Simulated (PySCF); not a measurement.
NICS in rings of unrelated molecules.

NICS is the negative of the GIAO shielding at a point without a nucleus: at the ring centre (0) and 1 Å above and below it (1); zz is the component along the ring normal. Level: GIAO PBE0/pcSseg-1 (PySCF, non-relativistic, gas phase) on the GFN2-xTB geometries, one conformer each. Atom numbers follow the mapped SMILES.

Task: Order these rings by mean NICS(1)zz, lowest (most negative) first (ppm).
A. ring C3–C4–C5–N6–C8 in `[CH:1]#[C:2][C@@H:3]1[CH2:4][CH2:5][N:6]([SiH3:7])[CH2:8]1`
B. ring C6–C7–N10–N11–N12 in `[CH3:1][c:2]1[cH:3][cH:4][cH:5][c:6]2[c:7]([C:8]#[N:9])[n:10][n:11][n:12]12`
C. ring C4–C5–N6–C8–P9 in `[CH3:1][C:2](=[O:3])[c:4]1[cH:5][n:6]([CH3:7])[cH:8][p:9]1`
D. ring C5–C6–C7–O8–C9 in `[CH3:1][P:2]([CH3:3])(=[O:4])[c:5]1[cH:6][cH:7][o:8][cH:9]1`
E. ring P4–C6–C7–C8–C9 in `[CH3:1][C:2](=[O:3])[P@@:4]1(=[O:5])[CH:6]=[CH:7][CH2:8][CH2:9]1`
F. ring C4–C5–N6–C7–N8 in `[F:1]/[CH:2]=[CH:3]/[c:4]1[cH:5][n:6][cH:7][n-:8]1` (charge -1)

Result: B (-36.9), F (-30.6), D (-26.8), C (-25.3), A (-5.3), E (-3.2).

```
                 SMILES                                                     ring  NICS(0)  NICS(1)  NICS(1)zz  HOMA  rms pucker (Å)  ring atoms with four or more neighbours
    Cc1cccc2c(C#N)nnn12      5-membered ring with 3 N; formal bonds all aromatic    -15.1    -14.9      -36.9  0.89            0.00                                        0
       F/C=C/c1cnc[n-]1      5-membered ring with 2 N; formal bonds all aromatic    -10.9    -11.4      -30.6  0.96            0.00                                        0
       CP(C)(=O)c1ccoc1        5-membered ring with O; formal bonds all aromatic    -12.1    -10.6      -26.8  0.51            0.00                                        0
       CC(=O)c1cn(C)cp1  5-membered ring with N and P; formal bonds all aromatic    -11.7    -10.7      -25.3  0.83            0.00                                        0
C#C[C@@H]1CCN([SiH3])C1          5-membered ring with N; formal bonds all single     -7.3     -4.1       -5.3     –            0.17                                        4
 CC(=O)[P@@]1(=O)C=CCC1  5-membered ring with P; formal bonds 1 double, 4 single     -3.3     -3.7       -3.2     –            0.11                                        3
```

NICS(0) gives another order. The isotropic NICS(1) gives another order. Over the 4 rings with a HOMA value its correlation coefficient with NICS(1)zz is -0.49. HOMA uses Krygowski's 1993 parameters; it is left out where a ring has a four-coordinate atom, a triple bond, no multiple bond or a kind of bond without parameters. NICS(1) and NICS(1)zz are means over the two faces.
